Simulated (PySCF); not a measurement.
A coupled-cluster job on `[PH2][GeH2][PH2]`.

Computed with EOM-CCSD/aug-cc-pVDZ, vertical, frozen core, gas phase (PySCF 2.14.0). Geometry: PBE0-D3(BJ)/def2-SVP. A driver script takes a list of jobs; this job's settings line and coordinates (Å) are shown.

Input:
```
{"job": {"kind": "eom", "basis": "aug-cc-pVDZ", "nee": 0}, "charge": 0, "multiplicity": 1}
P      1.953209    -0.005911    -0.334217
Ge    -0.138286     1.019735    -0.259152
P     -1.923268    -0.289676     0.470133
H      1.437497    -1.233894    -0.852518
H      1.872785    -0.452155     1.021268
H     -0.476362     1.526121    -1.675222
H     -0.024636     2.238715     0.677567
H     -1.592017    -1.373594    -0.400432
H     -1.189538    -0.839528     1.566274
```

Output:
```
E(HF) = -2760.3129143741
E(MP2) = -2760.7054440995
E(CCSD) = -2760.7674925097
T1 diagnostic = 0.0116

EOM-IP-CCSD (eV)   Koopmans (eV)
   8.9220       9.3048
  10.6947      11.2615
  10.8894      11.5464
  11.7763      12.5049
  11.8545      12.6868
  13.2325      14.1136
  13.8073      14.7468
  16.7497      18.6445
```

Task: How far is the first EOM-IP root from its Koopmans value?

Result: 8.92 eV against 9.30 eV, a difference of -0.38 eV.

Task: What share of the CCSD correlation energy does MP2 give?

Result: MP2 -0.39253 Eh against CCSD -0.45458 Eh: 86.4 %.

Main results: CCSD correlation energy -0.4546 Eh; T1 diagnostic 0.012; first ionisation 8.92 eV.

Task: How long does this job take on an x86-64 server with one thread, on a shared host?

Result: About 2.8 min.

One conformer stands for the species.
Labels such as C1 count atoms from 1, the log's own numbers from 0.
